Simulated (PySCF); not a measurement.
A geometry optimisation, step by step.

C5H6FNO.
Atom-mapped SMILES: `[CH3:1][C@@H:2]([C:3]#[N:4])[C@@H:5]1[O:6][C@H:7]1[F:8]` (hydrogens: H9, H10, H11 on C1; H12 on C2; H13 on C5; H14 on C7)

Method: PySCF 2.14.0, PBE0-D3(BJ)/def2-SVP geometry optimisation, gas phase; density fitting, grid level 1; the optimiser is geomeTRIC in internal coordinates, started from a GFN2-xTB structure. The frame can shift and turn from step to step; on so coarse a grid that alone can change the energy by a few meV, and forces under 0.02 eV/Å are noise.

Step 0: E = -11513.8640 eV, largest atomic force 2.049 eV/Å
```
atom  x, y, z in Å  |  force x, y, z in eV/Å
C1     -1.289   -0.975    0.096    0.265   0.321  -0.245
C2     -0.503    0.194   -0.509    0.137  -0.153   0.525
C3     -1.362    1.356   -0.620    0.922  -1.158  -0.150
N4     -2.056    2.259   -0.692   -1.241   1.628  -0.095
C5      0.699    0.538    0.356   -0.068  -0.714  -0.312
O6      1.844    1.070   -0.271    0.432   0.350  -0.352
C7      1.955   -0.199    0.225   -0.176   0.176   0.895
F8      2.735   -0.355    1.318   -0.130   0.117  -0.325
H9     -1.638   -0.720    1.094   -0.151   0.062   0.383
H10    -2.153   -1.205   -0.523   -0.335  -0.117  -0.188
H11    -0.658   -1.857    0.162    0.236  -0.347   0.024
H12    -0.154   -0.062   -1.516    0.126  -0.041  -0.154
H13     0.474    0.973    1.327   -0.090   0.119   0.361
H14     2.106   -1.020   -0.469    0.071  -0.244  -0.367
```

Step 1: E = -11513.9193 eV, largest atomic force 0.344 eV/Å
```
atom  x, y, z in Å  |  force x, y, z in eV/Å
C1     -1.160   -0.903    0.089   -0.048  -0.045   0.022
C2     -0.371    0.255   -0.523    0.062  -0.075  -0.099
C3     -1.216    1.439   -0.683   -0.008   0.016   0.063
N4     -1.912    2.360   -0.769    0.008   0.018  -0.037
C5      0.852    0.580    0.309   -0.067   0.183   0.087
O6      1.946    1.211   -0.358   -0.075  -0.025   0.034
C7      2.131   -0.074    0.091    0.166  -0.083  -0.290
F8      2.994   -0.221    1.102    0.004  -0.022   0.133
H9     -1.506   -0.651    1.102    0.009  -0.004  -0.016
H10    -2.042   -1.142   -0.521    0.016   0.002   0.008
H11    -0.524   -1.799    0.152   -0.015   0.019  -0.003
H12    -0.020   -0.022   -1.533   -0.019  -0.002   0.054
H13     0.653    0.975    1.316    0.015  -0.044  -0.034
H14     2.289   -0.851   -0.675   -0.048   0.058   0.078
```

Step 2: E = -11513.9180 eV, largest atomic force 0.261 eV/Å
```
atom  x, y, z in Å  |  force x, y, z in eV/Å
C1     -1.158   -0.906    0.092   -0.002   0.013   0.009
C2     -0.367    0.253   -0.522   -0.009   0.031  -0.016
C3     -1.212    1.438   -0.684   -0.037  -0.003   0.017
N4     -1.903    2.361   -0.779    0.016   0.012  -0.022
C5      0.854    0.585    0.310   -0.061  -0.032  -0.170
O6      1.943    1.222   -0.356    0.025  -0.021   0.025
C7      2.133   -0.069    0.075   -0.174   0.075   0.180
F8      2.958   -0.228    1.119    0.184  -0.045  -0.056
H9     -1.504   -0.652    1.104    0.004   0.000  -0.001
H10    -2.039   -1.146   -0.519    0.004   0.004  -0.005
H11    -0.523   -1.801    0.156    0.003   0.001  -0.001
H12    -0.016   -0.026   -1.530   -0.003  -0.009   0.006
H13     0.659    0.968    1.321    0.012  -0.042   0.003
H14     2.289   -0.842   -0.691    0.038   0.016   0.031
```

Step 3: E = -11513.9216 eV, largest atomic force 0.111 eV/Å
```
atom  x, y, z in Å  |  force x, y, z in eV/Å
C1     -1.161   -0.907    0.090    0.000   0.016   0.006
C2     -0.369    0.252   -0.522    0.001   0.019  -0.002
C3     -1.212    1.438   -0.686   -0.019  -0.004   0.015
N4     -1.900    2.363   -0.785    0.015   0.004  -0.018
C5      0.851    0.584    0.311    0.005  -0.028  -0.072
O6      1.942    1.222   -0.351    0.008  -0.014   0.026
C7      2.134   -0.068    0.082   -0.070   0.034   0.080
F8      2.977   -0.228    1.113    0.043   0.013  -0.033
H9     -1.508   -0.652    1.102    0.001   0.000   0.002
H10    -2.042   -1.145   -0.521    0.000   0.002  -0.005
H11    -0.526   -1.802    0.156    0.004  -0.002  -0.002
H12    -0.017   -0.027   -1.530    0.001  -0.013  -0.005
H13     0.654    0.965    1.321    0.000  -0.022   0.017
H14     2.292   -0.838   -0.685    0.012  -0.007  -0.009
```

Step 4: E = -11513.9225 eV, largest atomic force under 0.02 eV/Å
```
atom  x, y, z in Å  |  force x, y, z in eV/Å
C1     -1.165   -0.907    0.089   -0.003   0.009   0.003
C2     -0.370    0.249   -0.523    0.006   0.008  -0.004
C3     -1.209    1.438   -0.690   -0.004  -0.001   0.005
N4     -1.890    2.367   -0.796    0.009   0.001  -0.011
C5      0.849    0.578    0.314    0.011   0.000   0.001
O6      1.938    1.225   -0.342   -0.010   0.010   0.007
C7      2.136   -0.064    0.087    0.002  -0.001   0.000
F8      2.987   -0.221    1.112   -0.008   0.009  -0.005
H9     -1.514   -0.651    1.101    0.000   0.000   0.000
H10    -2.046   -1.144   -0.524   -0.001  -0.001  -0.001
H11    -0.533   -1.804    0.156    0.000  -0.002  -0.001
H12    -0.017   -0.032   -1.530    0.001  -0.013  -0.001
H13     0.648    0.953    1.326   -0.004  -0.014   0.011
H14     2.300   -0.830   -0.683    0.001  -0.004  -0.003
```

Step 5: E = -11513.9228 eV, largest atomic force 0.043 eV/Å
```
atom  x, y, z in Å  |  force x, y, z in eV/Å
C1     -1.171   -0.908    0.088    0.001   0.009  -0.001
C2     -0.368    0.244   -0.522   -0.006   0.014   0.005
C3     -1.202    1.436   -0.699    0.004  -0.001  -0.010
N4     -1.874    2.370   -0.818    0.003  -0.001  -0.002
C5      0.845    0.573    0.320    0.024  -0.015   0.032
O6      1.931    1.234   -0.325   -0.016   0.021  -0.011
C7      2.138   -0.058    0.090    0.037  -0.003  -0.020
F8      2.993   -0.218    1.111   -0.034   0.004   0.007
H9     -1.523   -0.648    1.097   -0.002   0.000   0.000
H10    -2.049   -1.143   -0.529   -0.001  -0.001   0.000
H11    -0.542   -1.806    0.160    0.000  -0.002   0.000
H12    -0.011   -0.040   -1.527    0.003  -0.013   0.000
H13     0.639    0.935    1.337   -0.008  -0.007   0.005
H14     2.308   -0.815   -0.687   -0.004  -0.006  -0.005
```

Step 6: E = -11513.9231 eV, largest atomic force 0.050 eV/Å
```
atom  x, y, z in Å  |  force x, y, z in eV/Å
C1     -1.181   -0.907    0.086    0.000   0.004  -0.003
C2     -0.367    0.236   -0.523   -0.002   0.002   0.005
C3     -1.189    1.434   -0.713    0.022   0.002  -0.023
N4     -1.847    2.375   -0.851   -0.008  -0.005   0.009
C5      0.841    0.562    0.329    0.008  -0.008   0.049
O6      1.919    1.247   -0.301   -0.002   0.025  -0.012
C7      2.144   -0.048    0.097    0.029  -0.006  -0.038
F8      2.997   -0.208    1.119   -0.036  -0.003   0.008
H9     -1.540   -0.642    1.091   -0.003   0.001   0.000
H10    -2.056   -1.139   -0.538   -0.001  -0.002   0.001
H11    -0.559   -1.810    0.166   -0.002   0.000   0.001
H12    -0.003   -0.055   -1.524    0.002  -0.011   0.001
H13     0.626    0.903    1.351   -0.005   0.004   0.002
H14     2.329   -0.791   -0.692   -0.003  -0.002   0.001
```

Step 7: E = -11513.9231 eV, largest atomic force 0.042 eV/Å
```
atom  x, y, z in Å  |  force x, y, z in eV/Å
C1     -1.191   -0.906    0.083   -0.001  -0.001   0.000
C2     -0.362    0.228   -0.523   -0.016   0.014   0.006
C3     -1.173    1.430   -0.734    0.021   0.005  -0.032
N4     -1.819    2.376   -0.892   -0.015  -0.005   0.017
C5      0.836    0.554    0.343    0.004  -0.032   0.028
O6      1.908    1.263   -0.270    0.004   0.015  -0.019
C7      2.146   -0.037    0.102    0.028   0.011  -0.012
F8      2.996   -0.208    1.125   -0.015  -0.008   0.013
H9     -1.560   -0.632    1.082   -0.003   0.001  -0.002
H10    -2.059   -1.137   -0.549    0.000  -0.001   0.000
H11    -0.575   -1.812    0.177   -0.001   0.001   0.002
H12     0.012   -0.073   -1.517    0.002  -0.005   0.005
H13     0.612    0.872    1.370   -0.003   0.004  -0.008
H14     2.342   -0.762   -0.700   -0.005   0.000   0.002
```

Step 8: E = -11513.9232 eV, largest atomic force 0.029 eV/Å
```
atom  x, y, z in Å  |  force x, y, z in eV/Å
C1     -1.195   -0.904    0.081   -0.003  -0.002   0.002
C2     -0.360    0.226   -0.525   -0.002   0.001   0.001
C3     -1.167    1.429   -0.742    0.019   0.006  -0.021
N4     -1.812    2.376   -0.902   -0.011  -0.004   0.012
C5      0.836    0.549    0.345   -0.014  -0.011   0.008
O6      1.907    1.267   -0.262    0.011   0.002  -0.003
C7      2.149   -0.034    0.106   -0.002   0.008  -0.004
F8      2.992   -0.206    1.135    0.001  -0.004   0.003
H9     -1.568   -0.626    1.077   -0.002   0.002  -0.002
H10    -2.061   -1.135   -0.555    0.001   0.000  -0.001
H11    -0.582   -1.812    0.180    0.000   0.001   0.002
H12     0.017   -0.079   -1.516    0.001  -0.003   0.002
H13     0.607    0.863    1.373    0.002   0.005  -0.003
H14     2.352   -0.755   -0.697    0.000   0.001   0.004
```

Problem. Summarise the path.

Solution. The energy falls by 0.0592 eV from step 0 to step 8; nine tenths of that is first reached at step 1. It rises by more than 0.2 meV at step 2. The largest force goes from 2.049 to 0.029 eV/Å. Among the bonds C2–C3 changes most (a near tie, within 0.001 Å, with another), from 1.449 to 1.465 Å; the atoms move by 0.140 Å rms after alignment.

The cost below is that of the whole optimisation. Hardware: Intel Xeon Platinum 8375C at 2.90 GHz, one thread (shared host). Cost: 67 s of wall time, 0.62 GiB resident at most.
